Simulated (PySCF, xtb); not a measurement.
MoOF3, SMILES [O]=[Mo]([F])([F])[F] (connectivity only; charge and spin as stated), neutral, multiplicity 2.

Harmonic wavenumbers (cm⁻¹) from GFN2-xTB (xtb 6.7.1) at its own minimum, in rising order: 168, 212, 228, 264, 320, 468, 533, 575, 978.

**Question.** What does B3LYP-D3(BJ)/def2-SVP in PySCF give at its own minimum? (Estimate from the structure and the level; the computed values follow.)

**Answer.** 56, 122, 141, 205, 272, 695, 699, 727, 1075. Paired by order, the mean absolute difference is 116 cm⁻¹ and the zero-point energies are 5.4 and 5.7 kcal/mol.
